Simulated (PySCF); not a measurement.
All of these have the formula C7H5FO2. Level of theory: PySCF, TDDFT PBE0/def2-SVPD, vertical, gas phase, core orbitals frozen in the response. Geometries: GFN2-xTB; one conformer of each isolated species. Triplets are in the Tamm–Dancoff approximation.

Question: Rank by computed HOMO–LUMO gap, highest first.
A. `c1(ccc(cc1)C(O)=O)F`
B. `O=C(O)c1cccc(F)c1`
C. `C=Cc1cc(F)oc(=O)c1`
D. `C=CC1=C(C(=O)F)OC=C1`

Answer: A (6.10 eV), B (5.83 eV), D (5.02 eV), C (4.69 eV).

| SMILES | gap (eV) | α (au) | T1 (eV) | S1 (eV) | first f ≥ 0.01 (nm) | LUMO (eV) | S1 mainly |
| --- | --- | --- | --- | --- | --- | --- | --- |
| O=C(O)c1ccc(F)cc1 | 6.10 | 87.6 | 3.80 | 5.02 | 225 | -1.63 | H-2→L (95%) |
| O=C(O)c1cccc(F)c1 | 5.83 | 87.2 | 3.75 | 4.89 | 253 | -1.82 | H→L (82%) |
| C=Cc1ccoc1C(=O)F | 5.02 | 93.2 | 2.82 | 4.67 | 265 | -2.28 | H→L (98%) |
| C=Cc1cc(F)oc(=O)c1 | 4.69 | 95.0 | 2.62 | 4.09 | 303 | -2.46 | H→L (94%) |

H and L stand for HOMO and LUMO.

- `O=C(O)c1ccc(F)cc1`: Löwdin shares by element: HOMO carbon 52% or more, fluorine 10% (atoms not listed hold the other 37%); LUMO carbon 43% or more, oxygen 13% or more (atoms not listed hold the other 44%).
- `O=C(O)c1cccc(F)c1`: Löwdin shares by element: HOMO carbon 54% or more, fluorine 11% (atoms not listed hold the other 35%); LUMO carbon 45% or more, oxygen 13% or more (atoms not listed hold the other 42%).
- `C=Cc1ccoc1C(=O)F`: Löwdin shares by element: HOMO carbon 65% or more (atoms not listed hold the other 35%); LUMO carbon 42% or more, oxygen 13% or more (atoms not listed hold the other 44%).
- `C=Cc1cc(F)oc(=O)c1`: Löwdin shares by element: HOMO carbon 50% or more, oxygen 17% or more (atoms not listed hold the other 33%); LUMO carbon 61% or more (atoms not listed hold the other 39%).
